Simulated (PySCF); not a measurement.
# Molecular orbitals of CaSi⁺

BLYP at R = 2.667 Å; PySCF, no relativity, basis sets Ca pcseg-1, Si pcseg-1. State: ⁴Σ⁻ (quartet), unpaired electrons σ ↑, π ↑↑. Only the outer orbitals are listed, counted within each symmetry.

```csv
spin,orbital,occ.,ε (eV),on Ca (%),main shells (%)
α,7σ,1,-51.10,100,100 Ca s
α,3π,1,-32.84,100,100 Ca p
α,3π,1,-32.84,100,100 Ca p
α,8σ,1,-32.76,100,100 Ca p
α,9σ,1,-15.25,11,88 Si s
α,10σ,1,-9.43,37,"57 Si p, 28 Ca s, 9 Ca d"
α,4π,1,-8.80,28,"72 Si p, 23 Ca d"
α,4π,1,-8.80,28,"72 Si p, 23 Ca d"
α,11σ,0,-7.46,93,"58 Ca s, 28 Ca d"
α,1δ,0,-6.73,100,100 Ca d
α,1δ,0,-6.73,100,100 Ca d
β,7σ,1,-50.82,100,100 Ca s
β,3π,1,-32.60,100,100 Ca p
β,3π,1,-32.60,100,100 Ca p
β,8σ,1,-32.38,100,100 Ca p
β,9σ,1,-13.71,13,86 Si s
β,10σ,0,-8.20,56,"52 Ca s, 39 Si p"
β,4π,0,-7.55,42,"58 Si p, 38 Ca d"
β,4π,0,-7.55,42,"58 Si p, 38 Ca d"
```

Which are the highest filled and the lowest empty level, where do they sit, and how wide is the gap?

Highest filled α 4π at -8.80 eV (in %: 72 Si p, 23 Ca d); lowest empty β 10σ at -8.20 eV (in %: 52 Ca s, 39 Si p); the gap at BLYP is 0.60 eV.

The bond order (Mayer) is 1.56 and the ⟨S²⟩ is 3.750. The charge on Ca (Mulliken, basis-dependent) is 0.83, the charge on Ca (Löwdin, basis-dependent) is 0.80 and the dipole moment (positive dipole points towards Si; it is taken about the centre of mass and depends on that origin) is -6.63 D.

The state was picked by a PBE0 search and need not be the measured ground state.
